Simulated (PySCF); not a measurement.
**Vertical excitation energies**

Species: 3-hydroxybenzoic acid, C₇H₆O₃.
SMILES with atom numbers: `[O:1]=[C:2]([OH:3])[c:4]1[cH:5][cH:6][cH:7][c:8]([OH:9])[cH:10]1` (hydrogens: H11 on O3; H12 on C5; H13 on C6; H14 on C7; H15 on O9; H16 on C10)

Geometry (GFN2-xTB, Å), atoms numbered from 1 in this order:
```
atom  x, y, z in Å
O1     2.511   -1.585   -0.247
C2     2.115   -0.447   -0.322
O3     2.939    0.571   -0.613
C4     0.713   -0.031   -0.109
C5     0.311    1.297   -0.211
C6    -1.018    1.620   -0.002
C7    -1.944    0.641    0.305
C8    -1.544   -0.691    0.408
O9    -2.482   -1.623    0.711
C10   -0.214   -1.022    0.201
H11    3.839    0.233   -0.741
H12    1.035    2.059   -0.451
H13   -1.340    2.648   -0.078
H14   -2.982    0.882    0.468
H15   -2.074   -2.497    0.752
H16    0.128   -2.046    0.275
```

Computed, not measured: TDDFT PBE0/def2-SVPD, vertical, gas phase, core orbitals frozen in the response (PySCF).

```json
{"state": "S1", "E (eV)": "4.52", "λ (nm)": "274.5", "f": "0.059", "symmetry": "A′", "main configurations (H = HOMO, L = LUMO)": "H→L (90%)"}
{"state": "S2", "E (eV)": "4.96", "λ (nm)": "249.8", "f": "0.0000", "symmetry": "–", "main configurations (H = HOMO, L = LUMO)": "H-2→L (95%)"}
{"state": "S3", "E (eV)": "5.46", "λ (nm)": "227.3", "f": "0.120", "symmetry": "A′", "main configurations (H = HOMO, L = LUMO)": "H-1→L (74%), H→L+1 (22%)"}
{"state": "S4", "E (eV)": "6.20", "λ (nm)": "200.0", "f": "0.0001", "symmetry": "–", "main configurations (H = HOMO, L = LUMO)": "H→L+2 (71%), H→L+3 (27%)"}
{"state": "S5", "E (eV)": "6.25", "λ (nm)": "198.3", "f": "0.420", "symmetry": "A′", "main configurations (H = HOMO, L = LUMO)": "H→L+1 (67%), H-1→L (21%)"}
{"state": "S6", "E (eV)": "6.65", "λ (nm)": "186.5", "f": "0.0004", "symmetry": "–", "main configurations (H = HOMO, L = LUMO)": "H→L+3 (68%), H→L+2 (25%)"}
```

Triplets (Tamm–Dancoff): T1 3.50 eV, H→L (89%); T2 3.89 eV, H-1→L (67%), H→L+1 (17%), H→L (8%).

The lowest singlet comes at 275 nm (436 kJ/mol) in the ultraviolet; it is of moderate strength; its leading configuration is HOMO→LUMO (90%). The strongest level in the table is S5 at 6.25 eV (198 nm, f = 0.420). Löwdin shares by element: HOMO carbon 49% or more, oxygen 20% or more (atoms not listed hold the other 31%); LUMO carbon 44% or more, oxygen 13% or more (atoms not listed hold the other 43%). Weighted by f, the mean energy of these states is 5.92 eV. Of the 6 states listed, 3 reach f = 0.01 and 3 stay under 0.0005. The listed states span 2.13 eV, and the widest gap between neighbours is 0.74 eV (S3 to S4). No computed singlet lies in the visible range (380 to 750 nm); the lowest, at 275 nm, stands 1.25 eV above its violet end (3.26 eV). Symmetry labels in Cs follow from the direction of the transition dipole and are given only for states with f of 0.002 or more. Only the lowest 6 singlets were computed, as vertical energies without vibronic structure.

One conformer stands for the species.
